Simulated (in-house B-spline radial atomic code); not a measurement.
**Ionising Sc IV (Sc3+) with different functionals**

Computed with a B-spline radial code for spherical atoms: four-component Dirac-Coulomb Hamiltonian, Fermi nucleus of rms radius 3.5459 fm, spin-restricted, spherical fractional occupations for the functionals. The ionisation energy is the difference of two self-consistent energies, [Ne] 3s2 3p6 → [Ne] 3s2 3p5, without Breit or QED terms; ε is the level of the shell that loses the electron (mean over j). The electron is taken from both j subshells in proportion to 2j + 1, so the result is a j average, not the step between ground levels.

Hybrids are left out here: with spherical fractional occupations of an open shell their exact exchange keeps a self-interaction that integer-occupation calculations don't have.

```
           method  rung  ΔSCF (eV)  -ε(3p) (eV)
         LDA VWN5   LDA      73.93        64.64
 relativistic LDA   LDA      73.92        64.63
         LDA PW92   LDA      73.92        64.63
LDA exchange-only   LDA      72.15        62.88
              PBE   GGA      73.90        64.60
           PBEsol   GGA      73.80        64.51
             BLYP   GGA          ?            ?
             RPBE   GGA      73.88        64.58
             PW91   GGA      73.99        64.69
             BP86   GGA      73.97        64.67
             AM05   GGA          ?            ?
             OLYP   GGA      74.13        64.82
```

**Question.** What does BLYP give?

**Answer.** ΔSCF 73.74 eV, and -ε(3p) = 64.44 eV.

**Question.** What does AM05 give?

**Answer.** ΔSCF 73.78 eV, and -ε(3p) = 64.48 eV.

**Question.** How do they compare with the NIST value?

**Answer.** NIST lists 73.489 eV (measured, ground level to ground level). Errors run from -1.34 to +0.64 eV; BLYP is closest (+0.25 eV), but part of that can be cancellation, since the calculations leave out Breit-QED terms, spin polarisation, the choice among j levels, multiplet and fine-structure energies.
